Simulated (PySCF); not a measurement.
These 6 structures share the formula C6H11N3. Computed with PySCF, PBE0-D3(BJ)/def2-SVP geometry optimisation, gas phase. Energies are electronic, without zero-point or thermal terms, for one conformer each. No frequencies were run at this level. Point groups hold within 0.08 Å.

Task: Rank from lowest to highest electronic energy at this level (kJ/mol).
A. `[CH3:1][c:2]1[n:3][nH:4][c:5]([CH:6]([CH3:7])[CH3:8])[n:9]1` with N4–C5–C6–C7 -125°
B. `[CH3:1][c:2]1[cH:3][n:4][n:5]([CH:6]([CH3:7])[CH3:8])[n:9]1` with N4–N5–C6–C7 -59°
C. `CC(C)(C)C1=NNN=C1`
D. `[CH3:1][CH2:2][c:3]1[n:4][n:5]([CH3:6])[n:7][c:8]1[CH3:9]` with C1–C2–C3–N4 -96°
E. `[CH3:1][CH:2]([CH3:3])[c:4]1[cH:5][n:6][n:7]([CH3:8])[n:9]1` with C1–C2–C4–C5 61°
F. `[CH3:1][CH2:2][c:3]1[cH:4][n:5][n:6]([CH2:7][CH3:8])[n:9]1` with C1–C2–C3–C4 90°, N5–N6–C7–C8 -86°

Result: A (0.0), B (66.0), D (66.9), F (77.2), C (79.4), E (85.0).

As drawn, the lowest has an N–H bond, which the highest lacks. Neighbours about 10 kJ/mol apart or less (Cc1cnn(C(C)C)n1 and CCc1nn(C)nc1C; CCc1nn(C)nc1C and CCc1cnn(CC)n1; CCc1cnn(CC)n1 and CC(C)(C)c1cn[nH]n1; CC(C)(C)c1cn[nH]n1 and CC(C)c1cnn(C)n1) can change places with a better method, another conformer or zero-point energy.

```tsv
SMILES	E (Eh)	E rel (kJ/mol)	dipole (D)	point group	A, B, C (MHz)
Cc1n[nH]c(C(C)C)n1	-398.78956	0.0	2.75	C1	3840, 1054, 873.5
Cc1cnn(C(C)C)n1	-398.76441	66.0	0.34	near Cs	3930, 1005, 971.3
CCc1nn(C)nc1C	-398.76407	66.9	0.07	C1	2649, 1271, 929.6
CCc1cnn(CC)n1	-398.76017	77.2	0.56	C1	3516, 975.5, 871.3
CC(C)(C)c1cn[nH]n1	-398.75931	79.4	0.39	near Cs	3151, 1227, 1095
CC(C)c1cnn(C)n1	-398.75717	85.0	0.43	–	3942, 960.8, 932.4
```

Task: How do the relative energies change in single points at PBE0/pcSseg-1 (no added dispersion term) on the same geometries?

Result: 
```json
{"SMILES": "Cc1n[nH]c(C(C)C)n1", "PBE0-D3(BJ)/def2-SVP (kJ/mol)": "0.0", "PBE0/pcSseg-1 (kJ/mol)": "0.0", "shift": "0.0"}
{"SMILES": "Cc1cnn(C(C)C)n1", "PBE0-D3(BJ)/def2-SVP (kJ/mol)": "66.0", "PBE0/pcSseg-1 (kJ/mol)": "66.0", "shift": "0.0"}
{"SMILES": "CCc1nn(C)nc1C", "PBE0-D3(BJ)/def2-SVP (kJ/mol)": "66.9", "PBE0/pcSseg-1 (kJ/mol)": "67.3", "shift": "+0.4"}
{"SMILES": "CCc1cnn(CC)n1", "PBE0-D3(BJ)/def2-SVP (kJ/mol)": "77.2", "PBE0/pcSseg-1 (kJ/mol)": "75.9", "shift": "-1.3"}
{"SMILES": "CC(C)(C)c1cn[nH]n1", "PBE0-D3(BJ)/def2-SVP (kJ/mol)": "79.4", "PBE0/pcSseg-1 (kJ/mol)": "81.2", "shift": "+1.8"}
{"SMILES": "CC(C)c1cnn(C)n1", "PBE0-D3(BJ)/def2-SVP (kJ/mol)": "85.0", "PBE0/pcSseg-1 (kJ/mol)": "83.7", "shift": "-1.3"}
```

Each column counts from its own lowest isomer. The order is unchanged; the largest shift is 1.8 kJ/mol.
